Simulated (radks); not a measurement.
Results of a calculation; reference values are marked as such.
Species: Pd. Configuration: [Kr] 4d9 5p1 (not the ground configuration).

Level of theory: Dirac Kohn-Sham, revPBE, spin-unpolarised, spherical densities, finite nucleus; open shells fill j = l - 1/2 first; Fermi nuclear charge, rms radius 4.5318 fm (a radial shooting solver on a logarithmic mesh with Libxc functionals).

Energy parts (hartree):
part                        energy
total                  -5046.88214
kinetic                 5271.32334
electron-nucleus      -12225.38221
Hartree                 2051.41152
exchange-correlation    -144.23479

Orbitals (lengths in bohr, moments of r in powers of bohr; <r^-3> diverges for s and p1/2; r(max) is where P^2 peaks; r(90%) holds 90 % of the orbital's charge):
orbital  occ.  eigenvalue (hartree)  <r^-3>   r(max)      <r>  r(90%)
1s1/2       2             -887.7790       -  0.02065  0.03185  0.0571
2s1/2       2             -129.7474       -   0.1169   0.1380   0.214
2p1/2       2             -120.3507       -  0.09052   0.1171   0.192
2p3/2       4             -114.4935    3251  0.09468   0.1221   0.199
3s1/2       2             -23.54964       -   0.3420   0.3790   0.559
3p1/2       2             -19.84216       -   0.3285   0.3711   0.560
3p3/2       4             -18.82117   576.0   0.3383   0.3819   0.575
3d3/2       4             -12.26234   87.72   0.2808   0.3556   0.564
3d5/2       6             -12.05877   82.79   0.2836   0.3590   0.569
4s1/2       2              -3.32110       -   0.8517   0.9456    1.37
4p1/2       2              -2.17688       -   0.8934    1.019    1.51
4p3/2       4              -2.01355   92.05   0.9182    1.051    1.56
4d3/2       4              -0.31835   7.778    1.082    1.463    2.37
4d5/2       5              -0.30090   7.217    1.094    1.488    2.42
5s1/2       0              -0.19940       -    2.515    3.135    4.78
5p1/2       1              -0.06109       -    3.554    4.791    7.66
5p3/2       0              -0.05626   2.662    3.739    5.015    8.02

The highest occupied level is 5p1/2 at -1.662 eV. The configuration is held as typed, so some empty levels lie below it. The density falls to 0.001 e/bohr^3 at r = 4.48 bohr. The electron density at the nucleus is 1.329e+05 e/bohr^3. Summed over all electrons, <r^2> = 64.43 bohr^2, which gives a Langevin (diamagnetic) susceptibility term of -51 x 10^-6 cm^3/mol.
